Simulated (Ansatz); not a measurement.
```yaml
crystal:
  periodic: [true, true, true]
  atoms:
    - {symbol: C, position_ang: [0.002164, -1.260449, 0.672856]}
    - {symbol: C, position_ang: [0.998241, -0.246130, 0.161681]}
    - {symbol: O, position_ang: [0.500491, 1.082263, 0.231581]}
    - {symbol: Ga, position_ang: [-0.827547, 1.629788, -0.781549]}
    - {symbol: F, position_ang: [-1.453386, 0.571634, -2.019993]}
    - {symbol: Cl, position_ang: [-1.670770, 3.547513, -0.580974]}
    - {symbol: H, position_ang: [0.439913, -2.261980, 0.673387]}
    - {symbol: H, position_ang: [-0.887039, -1.289891, 0.035172]}
    - {symbol: H, position_ang: [-0.303065, -1.018193, 1.693114]}
    - {symbol: H, position_ang: [1.902626, -0.259058, 0.777805]}
    - {symbol: H, position_ang: [1.298374, -0.495497, -0.863069]}
basis:
  gaussian: {orbitals: x2c-TZVPPall}
hamiltonian: {xc: {name: PBE0-DH}}
scf: {lower_state_search: light}
output: {forces: true}
```

```sh
$ ansatz run in.yaml --threads 2 --pin off --events-out ev --progress --plain --max-ram 22528MiB --backend cuda --devices 0, --max-vram 18GiB
```

Output, abridged:

```
Error: YAML parse error: error: line 2 column 3: crystal: missing field `lattice` (a structure is typed as `lattice` and `atoms`, a molecule's as `atoms` in Å alone, or read from a run's directory, `checkpoint`)
 --> <input>:2:3
1 | crystal:
2 |   periodic: [true, true, true]
3 |   atoms:
4 |     - {symbol: C, position_ang: [0.002164, -1.260449, 0.672856]}
```

In this input the molecule is marked periodic without a cell. The program refused the input.
